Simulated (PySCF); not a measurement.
Shapes and spin states of Be2O

These are results of PBE0 in PySCF with O def2-TZVP, Be def2-TZVP; no relativity; density-fitted integrals, not measurements.

Relaxations began from a few typed shapes and spin states; open shells are unrestricted. The search is not exhaustive: other isomers or separated fragments can lie lower, and high-lying points may rest on an excited occupation.

```json
{"spin": "triplet", "group": "D∞h", "bonds": "O–Be 1.406 Å (×2)", "angles": "Be–O–Be 180.0°", "imaginary modes (cm⁻¹)": "none", "ΔE (kJ/mol)": "0.0", "ΔE with ZPE (kJ/mol)": "0.0"}
{"spin": "singlet (closed shell, unstable to spin polarisation)", "group": "C2v", "bonds": "Be–Be 1.960 Å, O–Be 1.425 Å (×2)", "angles": "Be–Be–O 46.6° (×2), Be–O–Be 86.9°", "imaginary modes (cm⁻¹)": "none", "ΔE (kJ/mol)": "62.1", "ΔE with ZPE (kJ/mol)": "62.2"}
{"spin": "singlet (closed shell, unstable to spin polarisation)", "group": "D∞h", "bonds": "O–Be 1.404 Å (×2)", "angles": "Be–O–Be 180.0°", "imaginary modes (cm⁻¹)": "111i, 111i", "ΔE (kJ/mol)": "115.7", "ΔE with ZPE (kJ/mol)": "–"}
```

The lowest minimum found is the triplet D∞h: O–Be 1.406 Å (×2); Be–O–Be 180.0°.
